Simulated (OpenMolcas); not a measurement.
Mn4+: moving or changing the point charges

Mn4+ among 6 point charges of -2 e arranged as a trigonal antiprism (D3d), 2.02 Å from the ion, with a polar angle of 50.9° against the regular 54.74°.
```
   0.0000    1.5677    1.2739  -2.00
  -1.3577   -0.7839    1.2739  -2.00
   1.3577   -0.7839    1.2739  -2.00
   0.0000   -1.5677   -1.2739  -2.00
   1.3577    0.7839   -1.2739  -2.00
  -1.3577    0.7839   -1.2739  -2.00
```

- Program: OpenMolcas 26.06
- Method: CASSCF
- Basis: ANO-RCC-VTZP [6s5p3d2f1g]
- Scalar Hamiltonian: DKH2, point nucleus
- Active space: 3 electrons in 5 orbitals (3d)
- State averaging: 2S+1 = 4 even, 10 roots; 2S+1 = 2 even, 40 roots
- Spin-orbit coupling: state interaction with AMFI integrals over the reference wave functions

Runs around this geometry, states (labels of D3, the rotations of D3d). Energies in cm-1 above the lowest state or level, χT in cm3 K/mol.

```
R (Å)  q (e)  Polar angle / regular  Ground state  First state of that spin  First gap with spin-orbit (degeneracies)  χT at 300 K  First state of another spin
 2.02     -2                   0.86           4A2                   4E 2074                               99.5 (2, 2)        1.277                     2E 21314
 2.02   -1.3                   0.93           4A2                   4E 1412                               83.8 (2, 2)        1.103                     2E 21479
 1.93     -2                   0.93           4A2                   4E 2723                               48.9 (2, 2)        1.406                     2E 21919
 2.02     -2                   0.93           4A2                   4E 2168                               62.1 (2, 2)        1.309                     2E 21757
 2.21     -2                   0.93           4A2                   4E 1382                               95.7 (2, 2)        1.093                     2E 21424
```

Taking the first state of the same spin as R^-n, n = -ln(1382 / 2723) / ln(2.21 / 1.93) = 5.0 between the shortest and longest distance.

Scaling the charges by -1.3 / -2 = 0.65 scales the first state of the same spin by 1412 / 2168 = 0.65; with fixed orbitals a first-order splitting would follow the charge.

Without dynamic correlation the repulsion within the d shell is too large (B by tens of per cent), so at a given field states of lower spin stand too high. The ground term spreads over less than 5000 cm-1, several times less than with real ligands, so orbital moments are less quenched and χT lies further from the spin-only value than at real sites (holds for R = 2.02, q = -1.3, ratio = 0.93; R = 2.02, q = -2, ratio = 0.93; R = 2.21, q = -2, ratio = 0.93). This is an electrostatic model: the charges have no orbitals. No measured value stands beside these numbers.
